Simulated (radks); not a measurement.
Effect of the nuclear size on neutral tellurium, [Kr] 4d10 5s2 5p4. Calculated with a radial shooting solver on a logarithmic mesh with Libxc functionals: Dirac Kohn-Sham, PBE, spin-unpolarised, spherical densities, finite nucleus; open shells fill j = l - 1/2 first; Fermi nuclear charge, rms radius 4.7423 fm. The rms radius is varied about that value; shifts are against it.

| rms radius (fm) | total energy shift (eV) | density at nucleus (e/bohr^3) | 1s1/2 shift (meV) | 2s1/2 shift (meV) | 4s1/2 shift (meV) | 4p1/2 shift (meV) | 5s1/2 shift (meV) | 5p3/2 shift (meV) |
|---|---|---|---|---|---|---|---|---|
| 4.2586 | -1.03 | 2.321e+05 | -429 | -49.9 | -1.97 | 0.153 | -0.223 | 0.028 |
| 4.2776 | -0.987 | 2.319e+05 | -413 | -48.1 | -1.90 | 0.147 | -0.214 | 0.027 |
| 4.7423 | 0 | 2.28e+05 | 0.000 | 0.000 | 0.000 | 0.000 | 0.000 | 0.000 |
| 4.932 | 0.427 | 2.265e+05 | 179 | 20.8 | 0.822 | -0.064 | 0.093 | -0.012 |
| 5.6149 | 2.08 | 2.217e+05 | 871 | 101 | 4.00 | -0.311 | 0.452 | -0.057 |

Slopes of the eigenvalues against <r^2> in GHz/fm^2, as finite differences over the two radii next to the reference (eigenvalue slopes, not the field-shift constants of lines): 1s1/2 23700, 2s1/2 2760, 4s1/2 109, 4p1/2 -8.48, 5s1/2 12.3, 5p3/2 -1.56.
